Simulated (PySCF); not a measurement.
# C2H9NO3Si

C2H9NO3Si is a molecule, neutral, singlet. The structure, one conformer, was relaxed in the gas phase by PBE0-D3(BJ)/def2-SVP. No frequency run checks that it is a minimum.

SMILES: CN(C)[Si](O)(O)O

| atom | x (Å) | y (Å) | z (Å) |
| --- | --- | --- | --- |
| O1 | 2.317 | -0.597 | 0.557 |
| Si2 | 0.792 | -0.920 | -0.010 |
| O3 | 0.192 | -2.090 | 0.991 |
| O4 | 1.057 | -1.370 | -1.587 |
| N5 | -0.381 | 0.327 | 0.006 |
| C6 | -1.214 | 0.594 | 1.153 |
| C7 | -0.442 | 1.331 | -1.024 |
| H8 | 2.974 | -0.405 | -0.118 |
| H9 | 0.877 | -2.586 | 1.449 |
| H10 | 0.262 | -1.550 | -2.098 |
| H11 | -0.932 | 1.536 | 1.665 |
| H12 | -1.136 | -0.229 | 1.875 |
| H13 | -2.276 | 0.687 | 0.859 |
| H14 | -1.472 | 1.449 | -1.411 |
| H15 | -0.115 | 2.327 | -0.663 |
| H16 | 0.204 | 1.054 | -1.870 |

Shieldings: GIAO PBE0/pcSseg-1. Shifts are against computed references at the same level: C TMS (σ 184.4 ppm), H TMS (σ 31.27 ppm), Si TMS (σ 352.0 ppm). Core levels by delta-SCF with SCAN, pcX-2 on the ionised atom and pcseg-1 elsewhere, spin-free X2C (2p3/2 is the spin-free 2p value less a third of a first-order spin-orbit splitting); from the vacuum level, for chosen atoms.

Problem. Give the shieldings and core levels atom by atom.

Solution. 
| atoms | bonded to | σ (ppm) | δ (ppm) | core level (eV) |
| --- | --- | --- | --- | --- |
| O1 | 1 Si + 1 H | 288.8 | - | 1s 538.45 |
| Si2 | 1 N + 3 O | 407.9 | -55.9 | 2p3/2 107.87 |
| O3 | 1 Si + 1 H | 287.2 | - | 1s 538.51 |
| O4 | 1 Si + 1 H | 284.2 | - | 1s 538.57 |
| N5 | 2 C + 1 Si | 236.1 | - | 1s 404.38 |
| C6 | 1 N + 3 H | 146.5 | 37.9 | - |
| C7 | 1 N + 3 H | 147.2 | 37.2 | - |
| H8 | 1 O | 29.66 | 1.61 | - |
| H9 | 1 O | 29.74 | 1.52 | - |
| H10 | 1 O | 30.21 | 1.06 | - |
| H11 H12 H13 | 1 C | 28.67 | 2.60 | - |
| H14 H15 H16 | 1 C | 28.83 | 2.44 | - |

Values are those of this one static structure, with the three H of a rotating XH3 group averaged; atoms that internal rotation interchanges would show their mean in an NMR spectrum.

Problem. By CAM-B3LYP/def2-SVPD (TDDFT singlets, Tamm-Dancoff triplets, ionisation by delta-SCF), where does absorption start, and what does vertical ionisation take?

Solution. The first singlet with intensity lies at 6.83 eV (f 0.037); what lies below it is dark. The lowest singlet lies at 5.79 eV (f 0.000), the strongest of the first 6 at 7.17 eV (f 0.048), the lowest triplet at 5.68 eV; vertical ionisation takes 8.65 eV.

The 3 runs behind this took 2.5 min in all, one thread each of Intel Xeon Platinum 8488C on a shared host, launched as `OMP_NUM_THREADS=1 python cluster_run.py task.json out`.
